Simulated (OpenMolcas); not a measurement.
Zr I: the spin-orbit constant, worked from levels

```yaml
Program: OpenMolcas 26.06
Basis: ANO-R2 [7s5p4d2f1g]
Scalar_Hamiltonian: X2C, finite nucleus
Active_space: 4 electrons in 6 orbitals (4d 5s)
State_averaging: 2S+1 = 5 even, 10 roots; 2S+1 = 3 even, 45 roots; 2S+1 = 1 even, 14 roots
Spin-orbit_coupling: RASSI with atomic mean-field integrals over the reference wave functions, term energies averaged over their components
```

Methods: CASSCF; MS-CASPT2, IPEA 0.25 Eh, imaginary shift 0.1 Eh (closed shells correlated: 4s 4p). Measured levels: NIST Handbook of Basic Atomic Spectroscopic Data.

**The spin-orbit constant.** For the Hund term ³F of d2, E(J) = (A/2) J(J+1) + constant and ζ = 2S·A = 2A. From J = 2 to J = 4 the energy changes by 7 A.

```json
{"Source": "CASSCF", "E(4) - E(2)": "1057.2", "A": "151.0", "ζ": "302"}
{"Source": "MS-CASPT2", "E(4) - E(2)": "1069.7", "A": "152.8", "ζ": "306"}
{"Source": "measured", "E(4) - E(2)": "1240.8", "A": "177.3", "ζ": "355"}
```

All in cm-1. MS-CASPT2 is off by -13.8 % and CASSCF by -14.8 %. Both methods take the spin-orbit matrix elements from the reference wave functions, so the second can move ζ only through the term energies and any multistate remixing. Second-order mixing with other terms is absorbed into this ζ.

CASPT2 does not keep the components of a term degenerate, so their means are used; among the terms shown or strongly mixed into the levels shown the widest spread is 1600 cm-1 (4d² 5s² ³F, MS-CASPT2). Configurations are named by rounded mean occupations; where the s occupation lies near a half they are strongly mixed, a name can repeat and a true partner stay unpaired. Without dynamic correlation excited terms often stand tens of per cent too high (terms of higher spin than the ground term too low), and those without a measured partner can miss by more than the paired ones (holds for CASSCF). The lowest computed level is not the ground level that NIST lists (3F2) (holds for CASSCF). Measured partners are found by configuration, term and J. A level has none where our copy of the source lacks it or the pairing is in doubt (some pairs that miss far off the trend of their configuration count as doubtful), and it then counts in no deviation. Levels of configurations outside the active space are missing.
